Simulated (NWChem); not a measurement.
PbSiH$_{3}$Br, singlet; SMILES [SiH3][Pb][Br]

Program: NWChem. Low-valent species are run as closed-shell singlets; no triplet was tried in these runs. The geometry was optimised at PBE0/def2-SVP. Not confirmed as a minimum by frequencies. def2 effective core potentials on Pb; no spin-orbit coupling. Ions are spin-unrestricted doublets at the neutral geometry; other ion states weren't tried.

Task: Estimate the computed values for PBE0/def2-SVP. Quantities: vertical ionisation energy, ΔSCF (eV); −ε(HOMO) (eV).

Result: 
```json
{
  "vertical ionisation energy, ΔSCF (eV)": "8.30",
  "−ε(HOMO) (eV)": "6.43"
}
```
